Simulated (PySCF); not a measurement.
A PySCF script (with the pyscf-properties extension) for the NMR shieldings of SMILES N(C/C=C\C=C)([SiH3])[SiH2]P, C5H14NPSi2, on a GFN2-xTB geometry:

```python
import basis_set_exchange as bse
import numpy as np
from pyscf import gto, dft
from pyscf.prop import nmr

atoms = """
C     3.305830    1.593772    0.576872
C     2.241993    0.989194    0.057117
C     2.065627   -0.445469    0.080170
C     1.052191   -1.139634   -0.441002
C    -0.163240   -0.604352   -1.128690
N    -1.344012   -0.735533   -0.282836
Si   -2.045972   -2.317804   -0.122587
Si   -1.649957    0.540649    0.848176
P    -1.220657    2.470030   -0.207959
H     4.106471    1.037080    1.037369
H     3.417403    2.663943    0.557116
H     1.459334    1.584044   -0.393886
H     2.861391   -0.991977    0.574160
H     1.041387   -2.216927   -0.327464
H    -0.332040   -1.172420   -2.050283
H    -0.040228    0.448229   -1.399988
H    -1.386800   -3.110327    0.921942
H    -1.878444   -2.960448   -1.426776
H    -3.450747   -2.115748    0.212397
H    -0.773035    0.498876    2.027946
H    -3.045188    0.378597    1.258774
H    -1.918863    3.239254    0.701368
H    -2.307196    2.393956   -1.061858
"""
names = dict.fromkeys(["C", "N", "Si", "P", "H"], "pcSseg-1")
basis = {el: gto.basis.parse(bse.get_basis(n, elements=[el], fmt="nwchem")) for el, n in names.items()}
mol = gto.M(atom=atoms, basis=basis, charge=0, verbose=0)
mf = dft.RKS(mol, xc="PBE0")
mf.grids.level = 2
mf.grids.alignment = dft.numint.BLKSIZE   # the property module wants whole blocks of grid points
mf.conv_tol = 1e-9
mf.kernel()

calc = nmr.RKS(mf)   # GIAO
C = mf.mo_coeff
Co = C[:, mf.mo_occ > 0]
resp = mf.gen_response(singlet=True, hermi=2)
def vind(x):   # induced exchange potential for any number of trial vectors
    d = np.einsum("pi,xij,qj->xpq", C, 2 * x.reshape(-1, C.shape[1], Co.shape[1]), Co, optimize=True)
    return np.einsum("xpq,pi,qj->xij", resp(d - d.transpose(0, 2, 1)), C, Co, optimize=True).ravel()
mo1, _ = nmr.rhf.solve_mo1(calc, with_cphf=vind)
sigma = calc.kernel(mo1)
for i, s in enumerate(sigma):   # ppm
    w = np.linalg.eigvalsh((s + s.T) / 2)
    print("%2d %-2s iso %8.1f  s11 %8.1f  s22 %8.1f  s33 %8.1f" % (i, mol.atom_pure_symbol(i), w.mean(), *w))
```

Q: Give the expected output.

A: 
```
 0 C  iso     60.6  s11    -48.1  s22     69.1  s33    160.8
 1 C  iso     45.4  s11    -73.1  s22     41.7  s33    167.5
 2 C  iso     48.7  s11    -52.4  s22     56.2  s33    142.4
 3 C  iso     51.2  s11    -55.0  s22     55.4  s33    153.0
 4 C  iso    136.6  s11    115.0  s22    131.2  s33    163.7
 5 N  iso    245.9  s11    231.8  s22    236.1  s33    269.9
 6 Si iso    394.0  s11    339.7  s22    367.7  s33    474.5
 7 Si iso    376.9  s11    307.3  s22    373.5  s33    449.9
 8 P  iso    620.8  s11    532.8  s22    622.1  s33    707.5
 9 H  iso     26.1  s11     23.0  s22     25.4  s33     30.0
10 H  iso     26.1  s11     23.3  s22     24.9  s33     30.2
11 H  iso     23.7  s11     19.5  s22     22.4  s33     29.2
12 H  iso     25.4  s11     23.1  s22     24.4  s33     28.8
13 H  iso     26.0  s11     22.7  s22     25.2  s33     29.9
14 H  iso     28.3  s11     24.2  s22     27.0  s33     33.6
15 H  iso     27.4  s11     22.9  s22     28.5  s33     30.9
16 H  iso     26.9  s11     22.8  s22     24.9  s33     32.8
17 H  iso     27.1  s11     24.0  s22     25.0  s33     32.2
18 H  iso     27.0  s11     23.0  s22     25.7  s33     32.3
19 H  iso     26.7  s11     23.6  s22     24.9  s33     31.5
20 H  iso     26.4  s11     21.8  s22     26.0  s33     31.4
21 H  iso     30.8  s11     26.0  s22     26.7  s33     39.9
22 H  iso     30.6  s11     24.9  s22     27.8  s33     38.9
```

These numbers come from an equivalent density-fitted implementation of the same equations, which agrees with the script to about 0.01 ppm for H and up to a few tenths of a ppm for heavy atoms, so last digits may differ.

Q: Turn these shieldings into chemical shifts. Shifts are taken against calculated references (same method and geometry level): 13C (186.93 ppm), 29Si (349.16 ppm), 1H (31.72 ppm) vs TMS; 15N (267.73 ppm) against NH3; 31P (318.38 ppm) vs H3PO4.

A: Averaging equivalent atoms: C 1: 141.6; C 2: 138.2; C 3: 135.8; C 0: 126.3; C 4: 50.3; N 5: 21.8; Si 7: -27.8; Si 6: -44.8; P 8: -302.4; H 11: 7.99; H 12: 6.31; H 13: 5.76; H 10: 5.60; H 9: 5.59; H 19/20: 5.18; H 16/17/18: 4.75; H 14/15: 3.87; H 21/22: 1.01 ppm. Experimental scales use liquid or dissolved standards, which lie at an offset from isolated NH3 (liquid NH3: subtract about 20 ppm) and H3PO4.

Size and cost of the density-fitted run: 244 basis functions, 61 s wall time on 1 thread of an Intel Xeon 6975P-C, shared host; peak memory 1.1 GiB.
